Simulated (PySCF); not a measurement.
Computed IR spectrum (relative IR intensity) of a molecule C₃H₁₁NSi₂. Geometry: r2SCAN-D4/def2-SVP. The values are those of a single conformer. Method: r2SCAN-D4/def2-SVP in PySCF. Frequencies are harmonic and unscaled.

Lines under 2 % of the strongest are left out, and lines within 2 cm⁻¹ are merged.

ν (cm⁻¹): 526 (vw), 632 (w), 685 (m), 700 (w), 712 (w), 883 (w), 904 (s), 911 (s), 936 (w), 942 (w), 955 (vw), 962 (m), 968 (vs), 982 (w), 1042 (w), 1096 (m), 1167 (m), 1203 (vw), 1255 (w), 1316 (vw), 2149 (s), 2204 (s), 2222 (vw), 2225 (s), 2227 (m), 2235 (s), 2949 (m), 2971 (m), 3049 (w), 3069 (w), 3141 (w) (against the strongest line: vs over 80 %, s over 45 %, m over 15 %, w over 4 %, vw less)

**Question.** Pick the molecule that these values belong to.
A. [SiH3][C@@H]1CCN1[SiH3]
B. C=C[Si@H]([SiH3])NC
C. C[C@@H]1[SiH2]CN1[SiH3]
D. C=CCN([SiH3])[SiH3]

**Answer.** A, [SiH3][C@@H]1CCN1[SiH3]
